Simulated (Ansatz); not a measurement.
`[OH][Sn]([F])[F]` radical, 5 atoms. The species carries charge 0 and has multiplicity 2. Correlated methods include outer-core shells of Sn, which these sets cover unevenly. Sn takes the def2 core potential. All runs use 4 threads of an Arm Neoverse V1 on a shared host. Correlated methods freeze the cores. Open-shell runs search over several starts.

**Question.** Give the basis size and wall time and peak host memory of each of these runs in Ansatz. UKS PBE0-D4/def2-SVP energy; direct RPA on PBE orbitals/def2-TZVPP energy; UKS B2PLYP (frozen core)/def2-TZVPP energy; UKS PBE0-D4/def2-TZVP relaxation (8 steps); UKS PBE-D4/def2-TZVPP energy and forces; UHF-CCSD(T)/def2-SVP energy; UHF-CCSD(T)/def2-TZVPP energy; UKS ωB97M-V/def2-QZVPP energy; UHF-MP2/def2-QZVPP energy; UKS PBE0-D4/def2-TZVP frequencies; UKS B3LYP-D4/def2-TZVPP energy and forces; UKS PBE0-D4/def2-QZVPP energy. (Best estimate.)

**Answer.** Ansatz gave: Other jobs shared the machine, so times are rough.

```csv
level,job,functions,wall time,peak host memory (GiB)
UKS PBE0-D4/def2-SVP,energy,73,1.2 s,0.17
UKS PBE-D4/def2-TZVPP,energy and forces,157,2 s,0.18
UKS B3LYP-D4/def2-TZVPP,energy and forces,157,2.9 s,0.38
UKS B2PLYP (frozen core)/def2-TZVPP,energy,157,5 s,0.42
direct RPA on PBE orbitals/def2-TZVPP,energy,157,5.5 s,0.41
UKS PBE0-D4/def2-QZVPP,energy,283,6.5 s,0.79
UHF-CCSD(T)/def2-SVP,energy,73,9 s,0.45
UHF-MP2/def2-QZVPP,energy,283,11 s,0.95
UKS ωB97M-V/def2-QZVPP,energy,283,17 s,1.1
UKS PBE0-D4/def2-TZVP,relaxation (8 steps),149,26 s,0.38
UKS PBE0-D4/def2-TZVP,frequencies,149,57 s,0.37
UHF-CCSD(T)/def2-TZVPP,energy,157,3.4 min,3.7
```

B3LYP here is the variant with VWN-RPA as its local correlation; programs differ in this.
